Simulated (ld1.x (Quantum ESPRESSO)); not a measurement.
ytterbium (Yb), PAW: configuration errors across variants

Yb, PAW, made with ld1.x (Quantum ESPRESSO) 7.5 (LDA (PZ), scalar-relativistic). Core [Kr] 4d10 4f13, reference 5s2 5p6 5d2 6s1 6p0. Waves: 5s (bound): rcut 1.70, rcutus 1.85 bohr; 6s (bound): rcut 1.70, rcutus 1.85 bohr; 5p (bound): rcut 2.25, rcutus 2.85 bohr; 6p (bound, empty): rcut 2.25, rcutus 2.85 bohr; 5d (bound): rcut 2.40, rcutus 3.05 bohr; 5d channel at 1.8 Ry: rcut 2.40, rcutus 3.05 bohr. Local part: all-electron potential smoothed inside 1.70 bohr (lloc = -1). Core correction: a·sin(br)/r model core, default radius (ld1.x builds one for every PAW set, though the input has nlcc=.false.). Augmentation charge: PSQ, inside the norm-conserving radii.

All-electron excitation energies from the reference (eV): (1) 5s2 5p6 5d1 6s2 6p0 -2.819; (2) 5s2 5p6 5d1 6s1 6p0 4.652; (3) 5s2 5p6 5d1 6s0 6p0 18.048; (4) 5s2 5p6 5d0 6s2 6p0 2.790; (5) 5s2 5p6 5d2 6s0 6p0 6.978; (6) 5s2 5p6 5d1 6s1.5 6p0 0.212; (7) 5s2 5p6 5d0 6s2 6p1 -1.602.

The default core radius of the base comes out at 0.95 bohr.

The overlap operator is not positive definite (basis up to 400 Ry) in “base”, “all radii but the core radius scaled by about 0.89 (s 1.66, p 2.54, d 2.72 bohr, rcut 1.52/2.02/2.14); local potential all-electron potential smoothed inside 1.52 bohr (lloc = -1)”, “local potential all-electron potential smoothed inside 1.32 bohr (lloc = -1)”, “core correction a·sin(br)/r model core inside 0.88 bohr”, “local potential all-electron potential smoothed inside 2.25 bohr (lloc = -1)”, “wave 5d channel at 1.8 Ry: rcut 2.40, rcutus 3.05 bohr becomes 5d channel at -0.19 Ry: rcut 2.40, rcutus 3.05 bohr”. Such files are unfit for use, however small their errors in these radial tests.

4 further variants failed, have other tests or another functional or relativity, and are left out.

A true bound ghost makes a file unfit for plane-wave use even where its test errors are small: the radial tests pick states by their node count and pass the ghost by.

Errors AE − PS in meV (a dash: test not solved or not reliable):

| change | (1) | (2) | (3) | (4) | (5) | (6) | (7) | bound ghosts |
| --- | --- | --- | --- | --- | --- | --- | --- | --- |
| base | -37 | -53 | -126 | -363 | -3.5 | -40 | -204 | not determined (overlap not positive) |
| all radii but the core radius scaled by about 0.89 (s 1.66, p 2.54, d 2.72 bohr, rcut 1.52/2.02/2.14); local potential all-electron potential smoothed inside 1.52 bohr (lloc = -1) | +9.1 | +5.1 | -7.3 | +24 | +1.2 | +6.9 | – | not determined (overlap not positive) |
| local potential all-electron potential smoothed inside 1.32 bohr (lloc = -1) | -19 | -32 | -85 | -211 | -1.9 | -23 | -62 | s (p not tested, overlap not positive) |
| core correction a·sin(br)/r model core inside 0.88 bohr | -31 | -53 | -146 | -327 | -5.1 | -36 | -185 | not determined (overlap not positive) |
| local potential all-electron potential smoothed inside 2.25 bohr (lloc = -1) | -10 | -21 | -63 | – | – | – | – | not determined (overlap not positive) |
| wave 5d channel at 1.8 Ry: rcut 2.40, rcutus 3.05 bohr becomes 5d channel at -0.19 Ry: rcut 2.40, rcutus 3.05 bohr | -37 | -54 | -137 | -363 | -4.9 | -41 | -204 | not determined (overlap not positive) |

Task: Give the same row for: waves 5p (bound): rcut 2.25, rcutus 4.20 bohr; 6p (bound): rcut 2.25, rcutus 4.20 bohr.

Result: –, –, –, –, –, –, –; bound ghosts: none. Not counted: 5s2 5p6 5d1 6s2 6p0 (solver errors, printed error -1032 eV).
